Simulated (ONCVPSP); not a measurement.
# Varying the ONCV potential for Pt

Base potential:

platinum, optimised norm-conserving Vanderbilt (ONCV), made with ONCVPSP 4.0.1 (BLYP, non-relativistic). Core [Kr] 4d10 4f14, reference 5s2 5p6 5d9 6p1. Waves: 5s: rc 1.65 bohr, ncon 4, nbas 9, qcut 8.1 1/bohr, 3 projectors, debl 1.3 Ha; 5p+6p: rc 2.10 bohr, ncon 4, nbas 8, qcut 6.8 1/bohr, 3 projectors, debl 1.5 Ha; 5d: rc 1.40 bohr, ncon 4, nbas 8, qcut 5.7 1/bohr, 2 projectors, debl 0.5 Ha. Local part: polynomial inside 1.05 bohr (lpopt 5, dvloc0 0 Ha). Core correction: Teter function fitted to the true core (icmod 2), fcfact 0.45.

In the s channel the program set the typed energies aside and used -2.999, 0.250, 1.550 Ha.

All-electron outer shells of the reference configuration (BLYP, non-relativistic, ld1.x):

```json
{"shell": "4f", "level (eV)": "-83.72", "outermost node (bohr)": "–", "outermost maximum (bohr)": "0.38"}
{"shell": "5s", "level (eV)": "-81.60", "outermost node (bohr)": "0.54", "outermost maximum (bohr)": "0.96"}
{"shell": "5p", "level (eV)": "-52.57", "outermost node (bohr)": "0.55", "outermost maximum (bohr)": "1.02"}
{"shell": "5d", "level (eV)": "-8.69", "outermost node (bohr)": "0.58", "outermost maximum (bohr)": "1.24"}
{"shell": "6p", "level (eV)": "-1.67", "outermost node (bohr)": "1.42", "outermost maximum (bohr)": "3.69"}
```

Cutoffs, loose and tight: the cutoffs (Ha) at which the residual kinetic energy of the hardest occupied pseudo-wave falls to 1 and 0.1 mHa per electron. They do not see the model core or the augmentation charge, which bear on the density cutoff. Test errors are all-electron minus pseudo excitation energies from the reference, over the configurations 5s2 5p6 5d9 6s1 6p0; 5s2 5p6 5d9 6p0; 5s2 5p6 5d8 6p0; 5s2 5p6 5d8 6s1 6p0. A dash means not determined; rows that change the core or the reference have their own tests.

A true bound ghost makes a file unfit for plane-wave use even where its test errors are small: the radial tests pick states by their node count and pass the ghost by.

```tsv
change	outcome	cutoff, loose	cutoff, tight	bound ghosts	GHOST(+) flags above zero	largest test error (meV)
base	generated, projector energies reset by the program	23 Ha	57 Ha	none	s	+0.8
scalar-relativistic; s: rc 1.4, qcut 9.5	generated, projector energies reset by the program	32 Ha	58 Ha	none	s	-3.9
s: qcut 7.3	generated, projector energies reset by the program	20 Ha	57 Ha	none	s	-1.2
d: rc 1.94	generated, projector energies reset by the program	23 Ha	52 Ha	none	s	+3.4
s: qcut 6.9; p: qcut 5.8; d: qcut 4.8	generated, projector energies reset by the program	57 Ha	111 Ha	d	s, p	-1.8
all radii but the core radius scaled by about 0.87 (s 1.44, p 1.84, d 1.22 bohr); local potential polynomial inside 0.92 bohr (lpopt 5, dvloc0 0 Ha)	generated, projector energies reset by the program	26 Ha	34 Ha	s	p	+0.6
```
